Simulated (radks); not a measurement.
Problem. The mean radii <r> (bohr) of the occupied orbitals of an atom or ion are listed with their occupations. All-electron calculation, Dirac Kohn-Sham, relativistic LDA (MacDonald-Vosko exchange, VWN5 correlation), spin-unpolarised, spherical densities, finite nucleus; Fermi nuclear charge, rms radius of each element as measured or else 0.836 A^(1/3) + 0.57 fm. Program: a radial shooting solver on a logarithmic mesh with Libxc functionals.

orbital  occ.      <r>
1s1/2       2  0.01743

Name the element and its charge. Open shells, if any, fill j = l - 1/2 first.

Solution. Z = 77, iridium, charge +75: Ir75+ in [He]. The 1s radius gives Z: for a bare nucleus <r> = (2 gamma + 1)/(2Z) with gamma = sqrt(1 - (Z/c)^2), 0.01724 bohr for Z = 77, and screening makes it slightly larger (0.01743 here). The occupations add up to 2, and the charge is Z minus that.
